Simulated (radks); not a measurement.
All-electron atom: Nd15+ in [Kr] 4d9 (the NIST ground configuration).

Method: scalar-relativistic Kohn-Sham, LB94 model potential, spin-polarised, spherical densities, finite nucleus; open shells are filled with parallel spins first (spin-orbit coupling, left out, can overturn this in heavy ions); Fermi nuclear charge, rms radius 4.9123 fm; computed with a radial shooting solver on a logarithmic mesh with Libxc functionals.

Energy parts (hartree):
part                   energy
kinetic            10193.2953
electron-nucleus  -22693.8920
Hartree             3159.1921
(The LB94 potential has no energy functional, so no total or exchange-correlation energy is given.)

Orbitals (lengths in bohr, moments of r in powers of bohr; <r^-3> diverges for s and p1/2):
| orbital | occ. | eigenvalue (hartree) | <r^-3> | <r> |
|---|---|---|---|---|
| 1s down | 1 | -1613.506 | - | 0.02360 |
| 1s up | 1 | -1613.505 | - | 0.02360 |
| 2s up | 1 | -271.6768 | - | 0.1008 |
| 2s down | 1 | -271.6712 | - | 0.1008 |
| 2p up | 3 | -244.3703 | 9086 | 0.08858 |
| 2p down | 3 | -244.3674 | 9086 | 0.08858 |
| 3s up | 1 | -68.67315 | - | 0.2656 |
| 3s down | 1 | -68.66816 | - | 0.2656 |
| 3p up | 3 | -60.03514 | 1850 | 0.2635 |
| 3p down | 3 | -60.02901 | 1848 | 0.2635 |
| 3d up | 5 | -48.02335 | 253.4 | 0.2405 |
| 3d down | 5 | -48.01149 | 253.3 | 0.2405 |
| 4s up | 1 | -22.61728 | - | 0.5933 |
| 4s down | 1 | -22.58555 | - | 0.5931 |
| 4p up | 3 | -19.71907 | 432.5 | 0.6218 |
| 4p down | 3 | -19.68610 | 433.3 | 0.6216 |
| 4d up | 5 | -15.57725 | 52.17 | 0.6591 |
| 4d down | 4 | -15.54524 | 52.31 | 0.6589 |

The highest occupied level is 4d down at -423.01 eV. Summed over all electrons, <r^2> = 9.308 bohr^2, which gives a Langevin (diamagnetic) susceptibility term of -7.37 x 10^-6 cm^3/mol. For comparison, the ionisation energy in NIST's Atomic Spectra Database is 420 eV (theoretical). In exact Kohn-Sham theory the highest level is minus the ionisation energy, but local and semilocal functionals leave it too shallow, through self-interaction and a potential that decays too fast; potentials with the right tail come closer. The electron density at the nucleus is 4.722e+05 e/bohr^3 (large components only). The spin density at the nucleus is -1.204 e/bohr^3 (1s 0.182, 2s -2.009, 3s 3.215, 4s -2.593). Spin moment in Bohr magnetons: 1.
